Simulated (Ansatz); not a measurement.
System: GeBr (charge +1, singlet). 
Coordinates optimised at B3LYP-D3(BJ)/def2-TZVP (Ansatz, a program for electronic structure):
```
Ge
Br 1 2.2232
```
Charge +1, spin multiplicity 1.

Basis-set convergence of Hartree-Fock and MP2 correlation energies (hartree) with Ansatz. Correlated levels leave the core frozen unless marked. Spin-orbit coupling is left out. Frozen are the shells of the preceding noble gas and the d and f shells that filled before the atom's block. Non-relativistic.

| basis | functions | E(HF) | E(corr, MP2) |
|---|---|---|---|
| def2-SVPD | 79 | -4646.96851 | -0.18098 |
| def2-TZVPPD | 111 | -4647.54911 | -0.22475 |
| def2-QZVPPD | 193 | -4647.63945 | -0.24576 |

Extrapolating the two largest sets (X = 3 and 4) as X^-3: E(corr) = (64·(-0.24576) - 27·(-0.22475))/37 = -0.2611 Eh, an estimate of the basis-set limit. The largest set recovers 94.1 % of it, the smallest 69.3 %.
